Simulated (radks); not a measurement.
Values are calculated unless marked as measured or tabulated.
Q: These are the eigenvalues of the occupied orbitals of an atom or ion with whole-number occupations (hartree). Level of theory: non-relativistic Kohn-Sham, LDA (Slater exchange, Perdew-Wang correlation), spin-unpolarised, spherical densities, point nucleus (a radial shooting solver on a logarithmic mesh with Libxc functionals).

1s: -600.7285

Which element is it, and in what charge state? The configuration may be excited.

A: Z = 35, bromine, charge +34: Br34+ in 1s1. The 1s level, -600.73 hartree, gives Z - s = 34.7 by -(Z - s)^2/2, which with screening narrows Z to a few neighbours, and the depths must fix Z and the occupations together.
